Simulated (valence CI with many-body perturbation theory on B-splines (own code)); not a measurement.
# Ar XII in brief

Method: valence CI with perturbative core correlation (CI+MBPT): five valence electrons over a frozen Dirac-Fock core [He], radial functions for each j: 9 s, 9 p, 8 d, 6 f, 3 g, 1 h, with the one-electron correlation potential Σ1, the two-electron term Σ2, the three-electron term Σ3, Breit, model QED; selected CI, second order for the rest, scaled by the run's own slope (own B-spline code, finite nucleus).

No measured spectrum was set against this ion. As an estimate, levels of excited configurations hold to 0.05 to 0.15 % of their energy, terms of the ground configuration to about 0.5 %. Among the levels kept, up to 3600 cm⁻¹ of a level comes from second order outside the variational space, and about a tenth of that is noise between levels of different J, which matters for small intervals.

Rates and lifetimes use the calculated energies. Strong lines usually hold to 10 to 20 %, long lifetimes can be off by a factor of two.

What is the ground level?

2s2.2p3 4S°_3/2, composition 99 % 2s2.2p3 4S°, g = 1.994.

What are the static dipole polarisabilities of the lowest levels?

2s2.2p3 4S°_3/2 0.0479; 2s2.2p3 2D°_3/2 0.0413 (tensor 0.0061); 2s2.2p3 2D°_5/2 0.0417 (tensor 0.0027); 2s2.2p3 2P°_1/2 0.0365 bohr³, of which the core gives 9.14e-05.

Where does the other parity begin?

At 2s.2p4 4P_5/2, 55.31 eV.

How well does LS coupling describe the low levels?

Among the lowest 20 levels the leading LS term, summed over configurations, holds 98 % on average. For single configurations the figures are 96 % in LS and 71 % in jj coupling. Terms mix most in the J = 3/2 level at 19.15 eV, where the leading one holds 92 %.

What is the ionisation energy?

618.63 eV; NIST lists 619 ± 0.4 eV (semi-empirical).

Among levels below 389.88 eV, which E1 lines absorb most strongly from the ground level?

to 2s.2p4 4P_5/2 at 22.42 nm, f = 0.0701; to 2s2.2p2.3s 4P_5/2 at 3.468 nm, f = 0.0544; to 2s.2p4 4P_3/2 at 21.82 nm, f = 0.0483.

Name the longest-lived excited levels whose lifetime is computed, and their main decay.

2s2.2p3 2D°_5/2 at 12.21 eV lives 347 ms, mostly by M1 to 2s2.2p3 4S°_3/2; 2s2.2p3 2D°_3/2 at 11.80 eV lives 10.0 ms, mostly by M1 to 2s2.2p3 4S°_3/2; 2s2.2p3 2P°_1/2 at 18.55 eV lives 1.40 ms, mostly by M1 to 2s2.2p3 4S°_3/2.
